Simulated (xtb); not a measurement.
The xtb input:
```
$ xtb mol.xyz --gfn 2 --uhf 1 --etemp 10000 --json

# file mol.xyz
19

C      1.03045024     1.68579976     0.87027302
Si     0.18294435     0.27554884     0.00825667
O      1.13218947    -0.72525837    -0.85910410
C      2.21673348    -1.44717844    -0.35832603
O     -0.81967614     0.68746114    -1.20340225
C     -1.89125988     1.57688966    -1.10690799
O     -0.54199962    -0.45621218     1.28470314
C     -1.31594304    -1.62601236     1.26471867
H      1.16693950     1.73078585     1.93480539
H      1.44071395     2.51274235     0.31945746
H      3.08568779    -0.79512441    -0.23724464
H      2.45597185    -2.23385302    -1.07516706
H      1.98670461    -1.89643351     0.61093454
H     -2.50423218     1.37022289    -0.22612304
H     -2.49935362     1.46725632    -2.00566521
H     -1.53006294     2.60617048    -1.03974900
H     -0.76523937    -2.45516053     0.81417387
H     -2.23641581    -1.47462281     0.69551334
H     -1.56592907    -1.87458397     2.29735052
```

Question: Give the total energy (a free energy at this electronic temperature) at the level GFN2-xTB run with xtb.

Answer: -28.1569 Eh

Question: What partial charges in atom order does GFN2-xTB give?

Answer: C1 -0.23, Si2 0.62, O3 -0.34, C4 0.04, O5 -0.34, C6 0.04, O7 -0.36, C8 0.04, H9 0.06, H10 0.04, H11 0.05, H12 0.06, H13 0.04, H14 0.04, H15 0.06, H16 0.05, H17 0.04, H18 0.04, H19 0.06
